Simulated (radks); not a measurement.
Results of a calculation; reference values are marked as such.
Problem. Ionisation of the germanium ion Ge2+, [Ar] 3d10 4s2, to Ge3+, [Ar] 3d10 4s1, under several functionals. Dirac Kohn-Sham, spin-unpolarised, spherical densities, finite nucleus; a radial shooting solver on a logarithmic mesh with Libxc functionals. The NIST Atomic Spectra Database gives 34.058 eV (measured). Rank these functionals by the error of their Delta-SCF ionisation energy: OLYP; AM05; PBE; RPBE.

Solution. From best to worst: OLYP 34.300 eV (+0.242); RPBE 34.569 eV (+0.511); AM05 34.747 eV (+0.690); PBE 34.791 eV (+0.734). Spin polarisation and multiplet splitting are left out, so open shells lie too high by an amount that depends on their filling.

Beside tabulated values, note that spin-unpolarised runs miss the spin-polarisation part of the exchange energy of open shells.
